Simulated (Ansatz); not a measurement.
FI3Si, SMILES `F[Si](I)(I)I` at its PBE0-D4/def2-TZVP geometry, where that method's forces vanish. Total charge 0; spin multiplicity 1. I takes the def2 core potential.

```
atom    x (Å)    y (Å)    z (Å)
  F1  -1.0231   1.1971  -0.6577
 Si2  -0.0722   0.0845  -0.0464
  I3   2.1490   1.0207   0.0949
  I4  -0.9252  -0.4831   2.1400
  I5  -0.1285  -1.8191  -1.5307
```

**Question.** For each bond, give half the difference of the two atoms' forces along it (eV/Å; positive pushes the atoms apart) under PBE-D4, r2SCAN-D4, B3LYP-D4, ωB97M-V in def2-TZVPP. (Estimate.)

**Answer.** The calculation gave: 
```json
{"bond": "F1–Si2", "length (Å)": "1.586", "PBE-D4": "0.60", "r2SCAN-D4": "0.05", "B3LYP-D4": "0.13", "ωB97M-V": "0.12"}
{"bond": "Si2–I3", "length (Å)": "2.415", "PBE-D4": "0.07", "r2SCAN-D4": "0.06", "B3LYP-D4": "0.14", "ωB97M-V": "-0.08"}
{"bond": "Si2–I4", "length (Å)": "2.415", "PBE-D4": "0.07", "r2SCAN-D4": "0.05", "B3LYP-D4": "0.14", "ωB97M-V": "-0.08"}
{"bond": "Si2–I5", "length (Å)": "2.415", "PBE-D4": "0.07", "r2SCAN-D4": "0.05", "B3LYP-D4": "0.14", "ωB97M-V": "-0.08"}
```

B3LYP here is the variant with VWN-RPA as its local correlation; programs differ in this.

All numbers were calculated with Ansatz.
